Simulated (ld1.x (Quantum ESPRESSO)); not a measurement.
# What the settings do to the TM potential of gallium

Base potential:

gallium (Ga), norm-conserving Troullier–Martins (Kleinman–Bylander form), made with ld1.x (Quantum ESPRESSO) 7.5 (PBEsol, scalar-relativistic). Core [Ne] 3s2, reference 3p6 3d10 4s1 4p0 (charge +2). Waves: 3p (bound): rc 0.70 bohr; 3d (bound): rc 1.25 bohr; 4s (bound): rc 1.40 bohr. Local part: the s channel. Core correction: a·sin(br)/r model core, default radius (core density twice the valence density).

All-electron outer shells of the reference configuration (PBEsol, scalar-relativistic, ld1.x):

| shell | level (eV) | outermost node (bohr) | outermost maximum (bohr) |
| --- | --- | --- | --- |
| 3s | -168.13 | 0.27 | 0.56 |
| 3p | -119.04 | 0.24 | 0.56 |
| 3d | -39.39 | – | 0.53 |
| 4s | -26.03 | 0.80 | 1.78 |
| 4p | -17.65 | 0.86 | 2.12 |

Cutoffs, loose and tight: the cutoffs (Ry, on a coarse ladder) from which the occupation-weighted sum of valence levels, in a spherical-Bessel basis at the reference potential, stays within 10 and 1 mRy of its value at 400 Ry. They do not see the model core or the augmentation charge, which bear on the density cutoff. Test errors are all-electron minus pseudo excitation energies from the reference, over the configurations 3p6 3d10 4s2 4p1; 3p6 3d10 4s2 4p0; 3p6 3d10 4s0 4p0; 3p6 3d10 4s2 4p0.5; 3p6 3d10 4s1 4p1; 3p6 3d9 4s2 4p2; 3p6 3d10 4s0 4p3. A dash means not determined; rows that change the core or the reference have their own tests.

A true bound ghost makes a file unfit for plane-wave use even where its test errors are small: the radial tests pick states by their node count and pass the ghost by.

```tsv
change	outcome	cutoff, loose	cutoff, tight	bound ghosts	largest test error (meV)
base	generated	230 Ry	over 300 Ry	none	-3903
all radii but the core radius scaled by about 1.10 (s 1.54, p 0.76, d 1.38 bohr)	generated	230 Ry	over 300 Ry	none	-4071
all radii but the core radius scaled by about 1.22 (s 1.70, p 0.86, d 1.52 bohr)	generated	180 Ry	230 Ry	none	-4098
```

Problem. What comes out with this change to the base: all radii but the core radius scaled by about 1.37 (s 1.92, p 0.96, d 1.72 bohr)?

Solution. outcome: generated; cutoff, loose: 160 Ry; cutoff, tight: 230 Ry; bound ghosts: none; largest test error (meV): -4093.

Problem. What comes out with this change to the base: all radii but the core radius scaled by about 0.91 (s 1.28, p 0.64, d 1.14 bohr)?

Solution. outcome: generated; cutoff, loose: 260 Ry; cutoff, tight: over 300 Ry; bound ghosts: none; largest test error (meV): -3490.

Problem. What comes out with this change to the base: all radii but the core radius scaled by about 0.78 (s 1.10, p 0.54, d 0.98 bohr)?

Solution. outcome: generated; cutoff, loose: over 300 Ry; cutoff, tight: over 300 Ry; bound ghosts: s (extra level of the local part); largest test error (meV): -2816.

Reading the sweep of the scale of all radii but the core radius (base = 1) (base included, trends over the rows without a ghost): The loose cutoff falls from 260 Ry at 0.91 to 160 Ry at 1.37. A larger radius leaves more room for a smooth pseudo-wave, so fewer plane waves are needed; a smaller one forces it to follow the all-electron wave where it bends sharply. The median size of the test errors (rows with all tests solved) stays near 954.0 meV. Bound ghosts are found at 0.78.
